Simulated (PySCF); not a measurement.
HFGeO (SMILES [OH][Ge][F]), singlet, geometry from GFN2-xTB, with bond 2-1 at 1.8 times its length; PySCF with CASSCF(2,4)+NEVPT2/cc-pVDZ.

Input for PySCF:
```python
from pyscf import gto, scf, mcscf, mrpt
import numpy

mol = gto.M(
    atom='''
Ge    0.132529   -0.044643    0.415324
F     0.217432    2.499337   -1.632369
O    -0.621268   -1.108615   -0.761645
H    -0.888072   -2.020633   -0.696667
''',
    basis='cc-pvdz',
    charge=0,
    spin=0,
    verbose=4,
)

mf = scf.RHF(mol)
mf.kernel()
mc = mcscf.CASSCF(mf, 4, 2)
mc.fix_spin_(ss=0.0)
mc.kernel()
occ = numpy.linalg.eigvalsh(mc.fcisolver.make_rdm1(mc.ci, mc.ncas, mc.nelecas))[::-1]
ss = mc.fcisolver.spin_square(mc.ci, mc.ncas, mc.nelecas)[0]
print('natural occupations', occ.round(4), ' <S^2>', round(ss, 4))
e2 = mrpt.NEVPT(mc).kernel()
print('E(NEVPT2) = %.10f' % (mc.e_tot + e2))
```

Problem. Predict the main parts of the log of this PySCF run.

Solution. 
```
PySCF version 2.14.0

[INPUT] verbose = 4
[INPUT] num. atoms = 4
[INPUT] num. electrons = 50
[INPUT] charge = 0
[INPUT] spin (= nelec alpha-beta = 2S) = 0
[INPUT] symmetry False subgroup None
[INPUT] Mole.unit = angstrom
[INPUT] Symbol           X                Y                Z      unit          X                Y                Z       unit  Magmom
[INPUT]  1 Ge     0.132529000000  -0.044643000000   0.415324000000 AA    0.250443513562  -0.084363043379   0.784848612959 Bohr   0.0
[INPUT]  2 F      0.217432000000   2.499337000000  -1.632369000000 AA    0.410886930716   4.723062422992  -3.084730344230 Bohr   0.0
[INPUT]  3 O     -0.621268000000  -1.108615000000  -0.761645000000 AA   -1.174026369956  -2.094978727585  -1.439300454144 Bohr   0.0
[INPUT]  4 H     -0.888072000000  -2.020633000000  -0.696667000000 AA   -1.678212858895  -3.818442968258  -1.316509830022 Bohr   0.0

nuclear repulsion = 146.045245032008
number of shells = 19
number of NR pGTOs = 136
number of NR cGTOs = 60
basis = cc-pvdz
ecp = {}

******** <class 'pyscf.scf.hf.RHF'> ********
method = RHF
initial guess = minao
damping factor = 0
level_shift factor = 0
DIIS = <class 'pyscf.scf.diis.CDIIS'>
diis_start_cycle = 1
diis_space = 8
diis_damp = 0
SCF conv_tol = 1e-09
SCF conv_tol_grad = None
SCF max_cycles = 50
direct_scf = True
direct_scf_tol = 1e-13
Set gradient conv threshold to 3.16228e-05
Initial guess from minao.
init E= -2249.0493947123
  HOMO = -0.377442472183892  LUMO = -0.0322679168859339  gap/eV = 9.39268
cycle= 1 E= -2249.91940532327  delta_E= -0.87  |g|= 0.898  |ddm|= 1.48
  HOMO = -0.103160525111727  LUMO = -0.0832295878016103  gap/eV = 0.54235
cycle= 2 E= -2249.65050955422  delta_E= 0.269  |g|=  1.4  |ddm|= 1.63
  HOMO = -0.355387355963284  LUMO = -0.0433534457200766  gap/eV = 8.49088
cycle= 3 E= -2250.07913542687  delta_E= -0.429  |g|= 0.227  |ddm|= 1.15
  HOMO = -0.309814159692854  LUMO = -0.0517548328353525  gap/eV = 7.02215
cycle= 4 E= -2250.08992827178  delta_E= -0.0108  |g|= 0.0813  |ddm|= 0.196
  HOMO = -0.309915529151645  LUMO = -0.0496492167089695  gap/eV = 7.08221
cycle= 5 E= -2250.09214862374  delta_E= -0.00222  |g|= 0.0204  |ddm|= 0.0893
  HOMO = -0.309608575906009  LUMO = -0.0449169982489943  gap/eV = 7.20262
cycle= 6 E= -2250.0926924714  delta_E= -0.000544  |g|= 0.0126  |ddm|= 0.0591
  HOMO = -0.3115513277368  LUMO = -0.0431921567243325  gap/eV = 7.30242
cycle= 7 E= -2250.09283476355  delta_E= -0.000142  |g|= 0.00352  |ddm|= 0.0378
  HOMO = -0.312071181377665  LUMO = -0.0427265342444789  gap/eV = 7.32924
cycle= 8 E= -2250.09284178403  delta_E= -7.02e-06  |g|= 0.00049  |ddm|= 0.0093
  HOMO = -0.312121813378596  LUMO = -0.042653474172953  gap/eV = 7.33261
cycle= 9 E= -2250.09284204374  delta_E= -2.6e-07  |g|= 0.000145  |ddm|= 0.00148
  HOMO = -0.312134098294305  LUMO = -0.0426269436150211  gap/eV = 7.33366
cycle= 10 E= -2250.09284207945  delta_E= -3.57e-08  |g|= 5.06e-05  |ddm|= 0.000514
  HOMO = -0.312147256037821  LUMO = -0.0426305093700048  gap/eV = 7.33392
cycle= 11 E= -2250.09284208543  delta_E= -5.98e-09  |g|= 2.81e-05  |ddm|= 0.000208
  HOMO = -0.312141729577378  LUMO = -0.0426313259070623  gap/eV = 7.33375
cycle= 12 E= -2250.09284208729  delta_E= -1.86e-09  |g|= 1.08e-05  |ddm|= 0.000139
  HOMO = -0.312142539149284  LUMO = -0.0426317984758784  gap/eV = 7.33376
cycle= 13 E= -2250.09284208757  delta_E= -2.84e-10  |g|= 2.89e-06  |ddm|= 6.24e-05
  HOMO = -0.312142292320877  LUMO = -0.0426315714527519  gap/eV = 7.33376
Extra cycle  E= -2250.09284208757  delta_E= -1.36e-12  |g|= 1.79e-06  |ddm|= 5.7e-06
converged SCF energy = -2250.09284208757

******** <class 'pyscf.mcscf.mc1step.CASSCF'> ********
CAS (1e+1e, 4o), ncore = 24, nvir = 32
max_cycle_macro = 50
max_cycle_micro = 4
conv_tol = 1e-07
conv_tol_grad = None
orbital rotation max_stepsize = 0.02
orbital rotation threshold for CI restart = 0.01
augmented hessian ah_max_cycle = 30
augmented hessian ah_conv_tol = 1e-12
augmented hessian ah_linear dependence = 1e-14
augmented hessian ah_level shift = 1e-08
augmented hessian ah_start_tol = 2.5
augmented hessian ah_start_cycle = 3
augmented hessian ah_grad_trust_region = 3
kf_trust_region = 3
kf_interval = 4
ci_response_space = 4
ci_grad_trust_region = 3
with_dep4 0
natorb = False
canonicalization = True
sorting_mo_energy = False
ao2mo_level = 2
internal_rotation = False
******** <class 'pyscf.fci.addons.SpinPenaltyFCISolver'> ********
max. cycles = 50
conv_tol = 1e-08
davidson only = True
linear dependence = 1e-12
level shift = 0.001
max iter space = 12
nroots = 1
pspace_size = 400
spin = None
CASCI E = -2250.10549909286  S^2 = 0.0000000
Set conv_tol_grad to 0.000316228
macro iter   1 ( 21 JK    4 micro), CASSCF E = -2250.13941223519  dE = -3.39131423e-02  S^2 = 0.0000000
               |grad[o]|=0.187  |grad[c]|=0.0375  |ddm|=0.203  |maxRot[o]|=0.218
macro iter   2 ( 21 JK    4 micro), CASSCF E = -2250.14727858179  dE = -7.86634660e-03  S^2 = 0.0000000
               |grad[o]|=0.128  |grad[c]|=0.0109  |ddm|= 0.14  |maxRot[o]|=0.306
macro iter   3 ( 21 JK    4 micro), CASSCF E = -2250.15092023899  dE = -3.64165719e-03  S^2 = 0.0000000
               |grad[o]|=0.0766  |grad[c]|=0.00707  |ddm|=0.105  |maxRot[o]|=0.217
macro iter   4 ( 21 JK    4 micro), CASSCF E = -2250.15184695941  dE = -9.26720423e-04  S^2 = 0.0000000
               |grad[o]|=0.0378  |grad[c]|=0.00298  |ddm|=0.0617  |maxRot[o]|=0.236
macro iter   5 ( 21 JK    4 micro), CASSCF E = -2250.15204250787  dE = -1.95548465e-04  S^2 = 0.0000000
               |grad[o]|=0.0225  |grad[c]|=0.000926  |ddm|= 0.01  |maxRot[o]|=0.314
macro iter   6 ( 21 JK    4 micro), CASSCF E = -2250.15227000045  dE = -2.27492573e-04  S^2 = 0.0000000
               |grad[o]|=0.0187  |grad[c]|=0.00185  |ddm|=0.0111  |maxRot[o]|=0.314
macro iter   7 ( 21 JK    4 micro), CASSCF E = -2250.15254484255  dE = -2.74842101e-04  S^2 = 0.0000000
               |grad[o]|=0.0155  |grad[c]|=0.00147  |ddm|=0.00378  |maxRot[o]|=0.313
macro iter   8 ( 21 JK    4 micro), CASSCF E = -2250.15270247701  dE = -1.57634464e-04  S^2 = 0.0000000
               |grad[o]|=0.0118  |grad[c]|=0.000424  |ddm|=0.00215  |maxRot[o]|= 0.24
macro iter   9 ( 21 JK    4 micro), CASSCF E = -2250.15279771824  dE = -9.52412324e-05  S^2 = 0.0000000
               |grad[o]|=0.00858  |grad[c]|=0.000776  |ddm|=0.000606  |maxRot[o]|=0.313
macro iter  10 ( 21 JK    4 micro), CASSCF E = -2250.15289462135  dE = -9.69031016e-05  S^2 = 0.0000000
               |grad[o]|=0.00667  |grad[c]|=0.000825  |ddm|=0.000449  |maxRot[o]|=0.313
macro iter  11 ( 21 JK    4 micro), CASSCF E = -2250.15296420827  dE = -6.95869226e-05  S^2 = 0.0000000
               |grad[o]|=0.00455  |grad[c]|=0.000434  |ddm|=0.000733  |maxRot[o]|=0.313
macro iter  12 ( 16 JK    4 micro), CASSCF E = -2250.15297812441  dE = -1.39161398e-05  S^2 = 0.0000000
               |grad[o]|=0.00221  |grad[c]|=0.000213  |ddm|=0.00161  |maxRot[o]|=0.153
macro iter  13 (  5 JK    1 micro), CASSCF E = -2250.15297813460  dE = -1.01917976e-08  S^2 = 0.0000000
               |grad[o]|=6.12e-05  |grad[c]|=6.39e-05  |ddm|=0.00013  |maxRot[o]|=0.00169
1-step CASSCF converged in  13 macro (252 JK  49 micro) steps
CASSCF canonicalization
Density matrix diagonal elements [1.42645301e+00 9.01822826e-05 5.70046334e-01 3.41047339e-03]
CASSCF energy = -2250.15297813460
CASCI E = -2250.15297813460  E(CI) = -1.26648339156100  S^2 = 0.0000000
natural occupations [1.5377e+00 4.6190e-01 3.0000e-04 1.0000e-04]  <S^2> 0.0

******** <class 'pyscf.mrpt.nevpt2.NEVPT'> ********
NEVPT2 (1e+1e, 4o), ncore = 24, nvir = 32
root = 0
Natural occ [1.53766437e+00 4.61928712e-01 3.20702449e-04 8.62206729e-05]
Natural orbital (expansion on meta-Lowdin AOs) in CAS space
               #1        #2        #3        #4
0 Ge 1s         -0.00004  -0.00006  -0.00007  -0.00004
0 Ge 2s          0.00018   0.00025   0.00030   0.00011
0 Ge 3s         -0.00004   0.00053  -0.00081  -0.00069
0 Ge 4s          0.02728   0.04785   0.00278  -0.00491
0 Ge 5s         -0.00480   0.00889  -0.06908  -0.07091
0 Ge 2px         0.00003  -0.00001   0.00001   0.00001
0 Ge 2py        -0.00026   0.00043   0.00016   0.00000
0 Ge 2pz         0.00031  -0.00042  -0.00012   0.00003
0 Ge 3px        -0.00013   0.00008  -0.00003  -0.00005
0 Ge 3py         0.00198  -0.00226  -0.00045  -0.00006
0 Ge 3pz        -0.00216   0.00226   0.00032  -0.00008
0 Ge 4px         0.02047  -0.00773   0.01077   0.01181
0 Ge 4py        -0.42436   0.55095   0.07278   0.01517
0 Ge 4pz         0.44010  -0.51804  -0.03608   0.01935
0 Ge 5px        -0.00387   0.00460   0.00097  -0.00241
0 Ge 5py        -0.04302   0.05707  -0.04633   0.00163
0 Ge 5pz         0.02778  -0.03836   0.04439  -0.00837
0 Ge 3dxy        0.00041  -0.00013   0.00003  -0.00006
0 Ge 3dyz        0.00020  -0.00110   0.00031   0.00046
0 Ge 3dz^2      -0.00016   0.00033  -0.00020  -0.00015
0 Ge 3dxz        0.00019  -0.00001  -0.00007  -0.00008
0 Ge 3dx2-y2    -0.00044  -0.00042   0.00011   0.00032
0 Ge 4dxy       -0.00744   0.00711  -0.00323  -0.00433
0 Ge 4dyz        0.01703  -0.01699   0.09678   0.11447
0 Ge 4dz^2       0.01393  -0.02065  -0.02950  -0.02508
0 Ge 4dxz        0.00644  -0.01103  -0.00870  -0.00449
0 Ge 4dx2-y2     0.02112  -0.02143   0.05676   0.06904
1 F 1s          -0.00005  -0.00000  -0.00002  -0.00025
1 F 2s           0.00929  -0.03330  -0.00303  -0.00041
1 F 3s           0.00155  -0.00042   0.11234   0.01708
1 F 2px          0.01713   0.01432   0.00068  -0.00043
1 F 2py          0.60246   0.48255   0.03173  -0.00675
1 F 2pz         -0.49324  -0.39340  -0.02659   0.00486
1 F 3px         -0.00014  -0.00140   0.02148  -0.00247
1 F 3py          0.00736  -0.06324   0.74933  -0.11877
1 F 3pz         -0.00702   0.05289  -0.61355   0.09975
1 F 3dxy        -0.00005   0.00008  -0.00470  -0.02956
1 F 3dyz         0.00232  -0.00200   0.11059   0.82669
1 F 3dz^2       -0.00033   0.00022  -0.01269  -0.09669
1 F 3dxz         0.00005  -0.00006   0.00376   0.02404
1 F 3dx2-y2      0.00137  -0.00124   0.06791   0.50628
2 O 1s           0.00005  -0.00007  -0.00000   0.00001
2 O 2s           0.03175  -0.05100  -0.00601   0.00234
2 O 3s           0.00974  -0.01421   0.00715   0.00735
2 O 2px         -0.01915   0.01710   0.00502   0.00376
2 O 2py          0.04524  -0.06620  -0.00008   0.00839
2 O 2pz         -0.09501   0.10811   0.01460   0.00323
2 O 3px         -0.00378   0.00415   0.00470   0.00403
2 O 3py          0.01186  -0.01646   0.01820   0.01809
2 O 3pz         -0.02140   0.02659  -0.00298  -0.00485
2 O 3dxy        -0.00111   0.00166   0.00204   0.00151
2 O 3dyz         0.00195  -0.00221   0.00177  -0.00019
2 O 3dz^2        0.00116  -0.00194  -0.00225  -0.00239
2 O 3dxz         0.00029  -0.00047   0.00009  -0.00059
2 O 3dx2-y2      0.00271  -0.00365  -0.00189  -0.00234
3 H 1s          -0.03817   0.06007   0.01860   0.00922
3 H 2s           0.00007   0.00157   0.00023  -0.00067
3 H 2px         -0.00115   0.00120   0.00026   0.00052
3 H 2py          0.00054  -0.00066   0.00219   0.00153
3 H 2pz         -0.00375   0.00400  -0.00123   0.00010
<CAS-nat-orb|mo-hf>  25     25       0.94031680
<CAS-nat-orb|mo-hf>  26     27       0.91878527
<CAS-nat-orb|mo-hf>  27     47       0.93855328
<CAS-nat-orb|mo-hf>  28     57       0.87718990
<CAS-nat-orb|mo-hf>  28     58       0.41908852
Sr    (-1)',   E = -0.00000000044776
Si    (+1)',   E = -0.00678776201174
Sijrs (0)  ,   E = -0.33544184061777
Sijr  (+1) ,   E = -0.02388855909351
Srsi  (-1) ,   E = -0.02281938651701
Srs   (-2) ,   E = -0.00047227388587
Sij   (+2) ,   E = -0.00272582951840
Sir   (0)' ,   E = -0.04425562346928
Nevpt2 Energy = -0.436391275561327
E(NEVPT2) = -2250.5893694102
```
